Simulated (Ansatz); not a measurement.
A short molecular-dynamics run on C4H10AlCl (`C[CH2][Al]([Cl])[CH2]C`).

```yaml
crystal:
  periodic: [false, false, false]
  atoms:
    - {symbol: C, position_ang: [-0.064799, -2.528244, -0.006615]}
    - {symbol: C, position_ang: [-0.530701, -1.625563, 1.135665]}
    - {symbol: Al, position_ang: [-0.344951, 0.293333, 0.826019]}
    - {symbol: Cl, position_ang: [-0.975313, 1.582320, 2.380332]}
    - {symbol: C, position_ang: [0.372151, 1.106541, -0.798156]}
    - {symbol: C, position_ang: [0.430539, 2.631747, -0.843672]}
    - {symbol: H, position_ang: [-0.618187, -2.334125, -0.929574]}
    - {symbol: H, position_ang: [-0.195326, -3.588641, 0.228735]}
    - {symbol: H, position_ang: [0.993721, -2.378762, -0.236762]}
    - {symbol: H, position_ang: [0.008889, -1.866201, 2.060558]}
    - {symbol: H, position_ang: [-1.583239, -1.822330, 1.376467]}
    - {symbol: H, position_ang: [1.372120, 0.679506, -0.956716]}
    - {symbol: H, position_ang: [-0.219603, 0.719957, -1.639472]}
    - {symbol: H, position_ang: [-0.560881, 3.075786, -0.727341]}
    - {symbol: H, position_ang: [0.844872, 2.997247, -1.787953]}
    - {symbol: H, position_ang: [1.047807, 3.034732, -0.037316]}
basis:
  gaussian: {orbitals: "6-31G*"}
hamiltonian: {xc: {name: PBE}, dispersion: d4}
md: {timestep: 1 fs, n_steps: 50, ensemble: nvt_langevin, temperature: 1000, initial_velocities: maxwell_boltzmann, friction: 0.01, seed: 324}
```

```sh
$ ansatz run in.yaml --threads 4 --pin off --events-out ev --progress --plain --max-ram 11315MiB
```

```csv
step,time (fs),potential energy (eV),kinetic (eV),T (K),conserved (eV)
0,0.0,-23417.2181,1.9389,938,–
1,1.0,-23417.0006,1.7123,828,–
2,2.0,-23416.6026,1.2856,622,–
3,3.0,-23416.4407,1.1299,546,–
4,4.0,-23416.4762,1.1881,574,–
5,5.0,-23416.4758,1.2906,624,–
6,6.0,-23416.3871,1.1340,548,–
7,7.0,-23416.2855,1.0513,508,–
8,8.0,-23416.2658,0.9431,456,–
9,9.0,-23416.4003,1.1867,574,–
10,10.0,-23416.6893,1.5458,747,–
11,11.0,-23416.9157,1.6864,815,–
12,12.0,-23416.7825,1.6237,785,–
13,13.0,-23416.4668,1.2434,601,–
14,14.0,-23416.4359,1.2090,585,–
15,15.0,-23416.5593,1.2396,599,–
16,16.0,-23416.5686,1.2404,600,–
17,17.0,-23416.4413,1.0342,500,–
18,18.0,-23416.2905,0.9347,452,–
19,19.0,-23416.1903,0.8641,418,–
20,20.0,-23416.2556,0.8790,425,–
21,21.0,-23416.5314,1.0806,522,–
22,22.0,-23416.7784,1.2557,607,–
23,23.0,-23416.7329,1.1718,567,–
24,24.0,-23416.4347,0.9210,445,–
25,25.0,-23416.2471,0.8017,388,–
26,26.0,-23416.4087,0.8825,427,–
27,27.0,-23416.6081,1.0507,508,–
28,28.0,-23416.6340,1.0088,488,–
29,29.0,-23416.5432,1.0353,501,–
30,30.0,-23416.4223,0.9819,475,–
31,31.0,-23416.3959,0.9234,446,–
32,32.0,-23416.5393,1.1145,539,–
33,33.0,-23416.7239,1.2985,628,–
34,34.0,-23416.7346,1.3274,642,–
35,35.0,-23416.4540,1.0881,526,–
36,36.0,-23416.1427,0.8997,435,–
37,37.0,-23416.1372,0.9389,454,–
38,38.0,-23416.3320,1.1170,540,–
39,39.0,-23416.4234,1.2283,594,–
40,40.0,-23416.3046,1.1304,547,–
41,41.0,-23416.1076,1.0064,487,–
42,42.0,-23416.0620,0.9159,443,–
43,43.0,-23416.2631,1.0327,499,–
44,44.0,-23416.5721,1.2638,611,–
45,45.0,-23416.7526,1.4993,725,–
46,46.0,-23416.6790,1.3386,647,–
47,47.0,-23416.4525,1.1047,534,–
48,48.0,-23416.3674,1.1102,537,–
49,49.0,-23416.4789,1.2526,606,–
50,50.0,-23416.5404,1.3687,662,–
```

Velocities are drawn at the set temperature; a run this short doesn't reach equilibrium.

Frames (Å, forces in eV/Å):

```xyz
16
time=0.0 fs
C    -0.065   -2.528   -0.007   -0.011    0.079    0.030
C    -0.531   -1.626    1.136    0.008    0.059   -0.012
Al   -0.345    0.293    0.826    0.059   -0.110   -0.149
Cl   -0.975    1.582    2.380   -0.129    0.265    0.320
C     0.372    1.107   -0.798   -0.034    0.048    0.083
C     0.431    2.632   -0.844   -0.012   -0.063    0.024
H    -0.618   -2.334   -0.930   -0.188    0.054   -0.316
H    -0.195   -3.589    0.229   -0.044   -0.374    0.079
H     0.994   -2.379   -0.237    0.361    0.038   -0.081
H     0.009   -1.866    2.061    0.171   -0.090    0.301
H    -1.583   -1.822    1.376   -0.340   -0.075    0.081
H     1.372    0.680   -0.957    0.322   -0.143   -0.053
H    -0.220    0.720   -1.639   -0.189   -0.130   -0.272
H    -0.561    3.076   -0.727   -0.332    0.159    0.031
H     0.845    2.997   -1.788    0.145    0.137   -0.331
H     1.048    3.035   -0.037    0.213    0.145    0.265
16
time=5.0 fs
C    -0.068   -2.577   -0.020    0.699    0.000    0.794
C    -0.475   -1.670    1.124   -0.729    1.153    1.542
Al   -0.374    0.296    0.833    0.508   -0.420   -0.878
Cl   -1.007    1.594    2.370   -0.183    0.263    0.358
C     0.414    1.112   -0.816    0.703   -0.097   -0.300
C     0.466    2.677   -0.852    1.046    1.130    2.021
H    -0.773   -2.401   -0.872    1.000   -0.198    0.029
H    -0.126   -3.636    0.306   -0.120    0.020   -0.301
H     1.034   -2.358   -0.139   -0.853   -0.307   -1.029
H     0.102   -1.770    2.095   -0.088   -0.374   -0.741
H    -1.519   -1.846    1.461   -0.012   -0.129   -0.062
H     1.470    0.645   -0.976   -1.389    0.585    0.112
H    -0.219    0.751   -1.706    0.702    0.324    0.843
H    -0.498    3.114   -0.397    0.741   -0.295   -1.591
H     0.865    3.016   -1.844   -1.082    0.225    0.333
H     1.215    3.260   -0.104   -0.946   -1.879   -1.131
16
time=10.0 fs
C    -0.068   -2.624   -0.015    0.073    0.435    0.799
C    -0.437   -1.703    1.149   -0.647    1.390    0.181
Al   -0.395    0.292    0.839    0.844   -0.430   -1.180
Cl   -1.037    1.609    2.362   -0.204    0.195    0.312
C     0.479    1.136   -0.813   -1.978    1.493    0.970
C     0.534    2.711   -0.825   -2.673   -1.132   -1.918
H    -0.748   -2.511   -0.870    0.051    0.086   -0.133
H    -0.105   -3.666    0.317    0.123   -0.402   -0.087
H     0.953   -2.359   -0.287    0.386   -0.280   -0.600
H     0.217   -1.744    2.043    0.180   -0.528   -0.115
H    -1.444   -1.906    1.533   -0.300   -0.222    0.198
H     1.414    0.683   -0.997    1.669   -0.729   -0.300
H    -0.167    0.854   -1.663   -0.073   -0.241   -0.081
H    -0.437    3.106   -0.342    1.086   -0.120   -1.204
H     0.769    3.098   -1.885   -0.993   -0.336    1.020
H     1.289    3.152   -0.292    2.455    0.821    2.138
16
time=15.0 fs
C    -0.065   -2.641   -0.005    0.594   -0.566   -0.745
C    -0.430   -1.719    1.183   -0.998    0.772   -0.741
Al   -0.411    0.292    0.846    1.328   -0.456   -1.187
Cl   -1.069    1.614    2.353   -0.267    0.212    0.307
C     0.543    1.180   -0.789    0.217   -0.588   -0.103
C     0.620    2.734   -0.809    1.828   -0.922    2.016
H    -0.729   -2.581   -0.885   -0.649    0.049    0.355
H    -0.062   -3.729    0.319    0.170    0.820   -0.324
H     0.910   -2.419   -0.557   -0.452   -0.121    1.205
H     0.321   -1.834    1.967    0.118   -0.182    0.554
H    -1.459   -1.957    1.608    1.015   -0.060   -0.240
H     1.570    0.699   -1.032   -1.375    0.462    0.365
H    -0.132    0.912   -1.645    0.312   -0.260    0.172
H    -0.295    3.105   -0.389   -0.583    0.668    1.117
H     0.534    3.118   -1.797    0.817    0.496   -1.471
H     1.587    3.099   -0.210   -2.076   -0.324   -1.280
16
time=20.0 fs
C    -0.046   -2.651   -0.008   -2.628   -0.003   -0.189
C    -0.435   -1.730    1.207    2.064    0.429   -1.322
Al   -0.399    0.285    0.844    1.243   -0.285   -0.757
Cl   -1.100    1.620    2.352   -0.164    0.022    0.047
C     0.598    1.204   -0.770   -2.114    0.060    0.224
C     0.729    2.738   -0.780   -5.516    0.594   -1.643
H    -0.833   -2.611   -0.814    0.154   -0.149    0.585
H     0.024   -3.697    0.302   -0.131   -0.364    0.217
H     0.831   -2.487   -0.584    1.591    0.911   -0.163
H     0.364   -1.962    1.942   -0.139    0.487    0.330
H    -1.349   -2.044    1.664   -1.069   -0.404    0.344
H     1.520    0.733   -1.021    1.343   -0.721    0.022
H    -0.030    0.935   -1.651   -0.140   -0.144    0.189
H    -0.268    3.208   -0.231    2.427   -0.834   -0.868
H     0.549    3.188   -1.883    1.111   -0.809    2.096
H     1.585    3.031   -0.274    1.968    1.209    0.890
16
time=25.0 fs
C    -0.054   -2.642   -0.015    1.025    0.354    0.136
C    -0.417   -1.745    1.225   -0.047   -0.664    0.193
Al   -0.379    0.275    0.834    0.714   -0.067   -0.194
Cl   -1.122    1.627    2.353    0.014   -0.220   -0.227
C     0.610    1.225   -0.746    0.342   -1.772   -0.331
C     0.766    2.744   -0.754    4.809   -2.115    1.327
H    -0.930   -2.609   -0.674    0.219   -0.212   -0.600
H     0.138   -3.695    0.286   -0.351    0.125    0.048
H     0.934   -2.372   -0.570   -1.577    0.117    0.647
H     0.322   -1.996    2.021    0.150    0.562   -0.071
H    -1.359   -2.176    1.719    0.612    0.795   -0.771
H     1.610    0.658   -0.925   -1.133    0.782    0.416
H     0.043    0.933   -1.680    0.123    0.088    0.577
H     0.110    3.222   -0.189   -3.980    2.215    2.593
H     0.760    3.135   -1.701   -0.062    1.139   -2.929
H     1.731    3.167   -0.248   -0.859   -1.127   -0.815
16
time=30.0 fs
C    -0.055   -2.626   -0.011   -0.532   -0.627    1.646
C    -0.390   -1.792    1.239    0.711    1.236    0.563
Al   -0.352    0.266    0.819    0.037   -0.051    0.351
Cl   -1.140    1.632    2.349    0.169   -0.421   -0.408
C     0.615    1.224   -0.726   -0.707    0.301    1.121
C     0.857    2.747   -0.703   -2.127    2.234   -0.385
H    -0.930   -2.632   -0.662   -0.031   -0.009   -0.509
H     0.169   -3.671    0.279   -0.118   -0.057   -0.118
H     0.821   -2.262   -0.490    0.992    0.505   -1.005
H     0.351   -1.876    2.115   -0.365   -0.062   -1.096
H    -1.313   -2.167    1.692   -0.464    0.260    0.052
H     1.566    0.723   -0.769    0.958   -0.608   -0.201
H     0.093    0.947   -1.645   -0.224   -0.145   -0.326
H     0.102    3.408    0.009    1.112   -1.596   -2.069
H     0.891    3.154   -1.814   -0.529   -0.436    1.941
H     1.784    3.123   -0.300    1.117   -0.525    0.444
16
time=35.0 fs
C    -0.059   -2.615    0.003    1.455    0.454   -0.565
C    -0.367   -1.802    1.260   -1.579    1.911   -1.226
Al   -0.330    0.256    0.808   -0.338    0.031    0.722
Cl   -1.158    1.632    2.333    0.215   -0.506   -0.452
C     0.615    1.210   -0.673    1.154   -0.035   -0.046
C     0.933    2.789   -0.637    2.979   -3.374   -1.841
H    -0.872   -2.671   -0.742   -0.305    0.073    0.374
H     0.211   -3.660    0.281    0.220    0.267   -0.404
H     0.778   -2.085   -0.593   -0.570   -1.135    0.716
H     0.376   -1.781    2.047    0.530   -0.645    0.496
H    -1.371   -2.076    1.660    0.477    0.156    0.242
H     1.650    0.687   -0.654   -1.211    0.371   -0.346
H     0.118    0.895   -1.643    0.490    0.293    0.609
H     0.235    3.342   -0.158   -2.334    1.947    2.268
H     0.913    3.134   -1.670    0.154    0.186   -0.535
H     2.006    2.950   -0.279   -1.337    0.006   -0.013
16
time=40.0 fs
C    -0.048   -2.607   -0.006   -0.550   -0.444    0.086
C    -0.367   -1.774    1.240    0.218    1.508    0.060
Al   -0.317    0.247    0.811   -0.144    0.156    0.846
Cl   -1.163    1.628    2.304    0.134   -0.492   -0.353
C     0.626    1.206   -0.623    1.171    0.418   -0.113
C     1.034    2.782   -0.588   -4.070   -0.900   -0.955
H    -0.823   -2.760   -0.776   -0.781    0.162    0.566
H     0.331   -3.614    0.196    0.249   -0.224    0.231
H     0.655   -2.083   -0.602    1.664    0.472   -0.714
H     0.437   -1.840    2.062   -1.076   -0.283   -0.841
H    -1.384   -1.919    1.644    0.266   -0.391    0.343
H     1.628    0.694   -0.669   -0.391   -0.092    0.066
H     0.188    0.874   -1.585   -0.194    0.363   -0.067
H     0.178    3.442   -0.060    2.325   -1.268   -0.554
H     0.995    3.096   -1.661    0.303    0.111    0.487
H     2.046    2.765   -0.257    0.875    0.905    0.912
16
time=45.0 fs
C    -0.036   -2.615   -0.015    0.978    0.822   -1.101
C    -0.384   -1.730    1.199    0.277    0.626   -0.313
Al   -0.317    0.245    0.823    0.207    0.394    0.368
Cl   -1.168    1.617    2.265   -0.063   -0.268   -0.026
C     0.661    1.226   -0.583    0.501   -0.137   -0.424
C     1.084    2.749   -0.561    0.206   -0.727    0.086
H    -0.897   -2.834   -0.658   -0.234    0.020   -0.053
H     0.479   -3.567    0.171   -0.229   -0.272    0.595
H     0.731   -2.096   -0.696   -0.862   -0.319    0.598
H     0.333   -1.919    2.008    0.306    0.107    0.274
H    -1.358   -1.871    1.680   -0.361   -0.536   -0.151
H     1.618    0.656   -0.675   -0.164   -0.050    0.059
H     0.191    0.965   -1.554   -0.247    0.129    0.026
H     0.410    3.426    0.053    0.635   -0.628   -0.635
H     1.124    3.077   -1.649    0.116    0.136    1.151
H     2.135    2.716   -0.116   -1.066    0.703   -0.453
16
time=50.0 fs
C    -0.006   -2.624   -0.027   -1.001    0.258   -0.381
C    -0.409   -1.690    1.156    0.906   -0.245    0.781
Al   -0.312    0.250    0.843    0.538    0.539   -0.221
Cl   -1.172    1.599    2.224   -0.370    0.153    0.481
C     0.703    1.234   -0.561    0.431   -0.631    0.195
C     1.144    2.704   -0.554    0.612   -0.081    2.755
H    -1.004   -2.818   -0.518    1.069   -0.477   -0.205
H     0.528   -3.551    0.273   -0.658    0.005    0.178
H     0.702   -2.195   -0.785   -0.583    0.268    0.388
H     0.279   -1.932    2.001    0.212    0.526   -0.083
H    -1.368   -1.906    1.685   -0.034   -0.261   -0.779
H     1.621    0.581   -0.661   -0.480    0.331   -0.278
H     0.123    1.067   -1.471   -0.226   -0.318   -0.556
H     0.679    3.417    0.163   -1.194   -0.250   -0.723
H     1.292    3.126   -1.518   -0.091    0.595   -1.196
H     2.101    2.777   -0.024    0.868   -0.414   -0.356
```

It took 90 s on 4 threads of an Arm Neoverse V1 on a shared host, with 0.18 GiB of host memory at the peak.
